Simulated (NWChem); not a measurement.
All runs are NWChem calculations. System: H$_{6}$HfOSi, charge 0, spin multiplicity 1, at a geometry optimised with PBE/def2-SVP with def2 effective core potentials on Hf. The structure started from a generated list of species. Level: B3LYP/def2-SVP with def2 effective core potentials on Hf, VWN1-RPA local correlation.

Job file:

```
start mol
memory heap 200 mb stack 800 mb global 1000 mb
geometry units angstroms nocenter noautoz noautosym
  Hf     0.330626     0.636060     0.266578
  H      1.969869     0.157836     1.014836
  H      0.564938     1.802928    -1.168442
  H     -0.801642     1.373926     1.550859
  O     -0.498560    -0.959007    -0.401837
  Si    -1.230389    -2.367103    -0.992090
  H     -0.351323    -3.543187    -0.676932
  H     -1.404433    -2.240731    -2.478351
  H     -2.568538    -2.535626    -0.331646
end
basis spherical
  * library def2-svp
end
ecp
  Hf library def2-ecp
end
dft
  xc b3lyp
  semidirect memsize 60000000 filesize 0
  iterations 100
end
task dft energy
```

NWChem printed:

```
             Northwest Computational Chemistry Package (NWChem) 7.3.0
             --------------------------------------------------------

                                NWChem Input Module
                                -------------------

 Scaling coordinates for geometry "geometry" by  1.889725989
 (inverse scale =  0.529177249)

                             Geometry "geometry" -> ""
                             -------------------------

 Output coordinates in angstroms (scale by  1.889725989 to convert to a.u.)

  No.       Tag          Charge          X              Y              Z
 ---- ---------------- ---------- -------------- -------------- --------------
    1 Hf                  72.0000     0.33062600     0.63606000     0.26657800
    2 H                    1.0000     1.96986900     0.15783600     1.01483600
    3 H                    1.0000     0.56493800     1.80292800    -1.16844200
    4 H                    1.0000    -0.80164200     1.37392600     1.55085900
    5 O                    8.0000    -0.49856000    -0.95900700    -0.40183700
    6 Si                  14.0000    -1.23038900    -2.36710300    -0.99209000
    7 H                    1.0000    -0.35132300    -3.54318700    -0.67693200
    8 H                    1.0000    -1.40443300    -2.24073100    -2.47835100
    9 H                    1.0000    -2.56853800    -2.53562600    -0.33164600

 Effective nuclear repulsion energy (a.u.)     460.1075092987

            Nuclear Dipole moment (a.u.)
            ----------------------------
        X                 Y               Z
 ---------------- ---------------- ----------------
     0.0000321253    -0.0000604712    -0.0000302356


 Summary of "ao basis" -> "" (spherical)
 ------------------------------------------------------------------------------
       Tag                 Description            Shells   Functions and Types
 ---------------- ------------------------------  ------  ---------------------
 *                          def2-svp                  on all atoms

                                 NWChem DFT Module
                                 -----------------
[...]
 Vector   20  Occ=2.000000D+00  E=-2.877750D-01
              MO Center=  5.7D-01,  6.5D-01,  1.0D+00, r^2= 3.2D+00
   Bfn.  Coefficient  Atom+Function         Bfn.  Coefficient  Atom+Function
  ----- ------------  ---------------      ----- ------------  ---------------
    19      0.325118  1 Hf d  1              33     -0.320610  2 H  s
    43      0.302063  4 H  s                 34     -0.290397  2 H  s
    44      0.273609  4 H  s                  7      0.194865  1 Hf px
    17      0.139210  1 Hf d -1              18      0.120463  1 Hf d  0
    20     -0.094466  1 Hf d  2               8     -0.089829  1 Hf py

 Vector   21  Occ=0.000000D+00  E=-6.776210D-02
              MO Center=  3.3D-01,  9.2D-01,  6.3D-02, r^2= 3.1D+00
   Bfn.  Coefficient  Atom+Function         Bfn.  Coefficient  Atom+Function
  ----- ------------  ---------------      ----- ------------  ---------------
    16      0.482882  1 Hf d -2              20      0.383217  1 Hf d  2
    19      0.373473  1 Hf d  1              13      0.214582  1 Hf px
    18      0.211606  1 Hf d  0              24      0.201852  1 Hf d  1
    21      0.189441  1 Hf d -2              34      0.151654  2 H  s
    44     -0.131530  4 H  s                 25      0.126425  1 Hf d  2

 Vector   22  Occ=0.000000D+00  E=-6.775970D-02
              MO Center=  4.8D-01,  6.3D-01,  5.9D-01, r^2= 3.1D+00
   Bfn.  Coefficient  Atom+Function         Bfn.  Coefficient  Atom+Function
  ----- ------------  ---------------      ----- ------------  ---------------
    18      0.656100  1 Hf d  0              19     -0.322852  1 Hf d  1
    23      0.272257  1 Hf d  0              15      0.224237  1 Hf pz
    39     -0.163536  3 H  s                 20     -0.159732  1 Hf d  2
    24     -0.126630  1 Hf d  1               9     -0.106071  1 Hf pz
    86      0.104452  8 H  s                 74      0.103726  6 Si pz

 Vector   23  Occ=0.000000D+00  E=-4.516775D-02
              MO Center=  6.8D-01,  1.3D+00,  5.5D-01, r^2= 5.5D+00
   Bfn.  Coefficient  Atom+Function         Bfn.  Coefficient  Atom+Function
  ----- ------------  ---------------      ----- ------------  ---------------
    14      0.537773  1 Hf py                16      0.343826  1 Hf d -2
    13      0.279514  1 Hf px                17      0.277076  1 Hf d -1
    20     -0.241289  1 Hf d  2              15      0.225352  1 Hf pz
    50     -0.212797  5 O  s                 64      0.201653  6 Si s
     8     -0.188604  1 Hf py                21      0.185634  1 Hf d -2

 center of mass
 --------------
 x =   0.11904390 y =   0.22901643 z =   0.09598657

 moments of inertia (a.u.)
 ------------------
        1157.753181371754        -487.220751917862        -204.198837029547
        -487.220751917862         473.673884505182        -392.844679722124
        -204.198837029547        -392.844679722124        1246.365931134979

     Multipole analysis of the density
     ---------------------------------

     L   x y z        total         alpha         beta         nuclear
     -   - - -        -----         -----         ----         -------
     0   0 0 0      0.000000    -20.000000    -20.000000     40.000000

     1   1 0 0     -0.247638     18.619941     18.619941    -37.487521
     1   0 1 0     -0.476757     35.821025     35.821025    -72.118807
     1   0 0 1     -0.199710     15.012941     15.012941    -30.225593

     2   2 0 0    -37.119916    -86.463165    -86.463165    135.806414
     2   1 1 0      2.043190   -102.995713   -102.995713    208.034616
     2   1 0 1      0.855978    -43.166977    -43.166977     87.189931
     2   0 2 0    -34.252115   -231.076517   -231.076517    427.900920
     2   0 1 1      1.646759    -83.046657    -83.046657    167.740073
     2   0 0 2    -37.490608    -67.730857    -67.730857     97.971106

 Task  times  cpu:       12.7s     wall:       12.7s

 Total times  cpu:       12.7s     wall:       12.7s
```
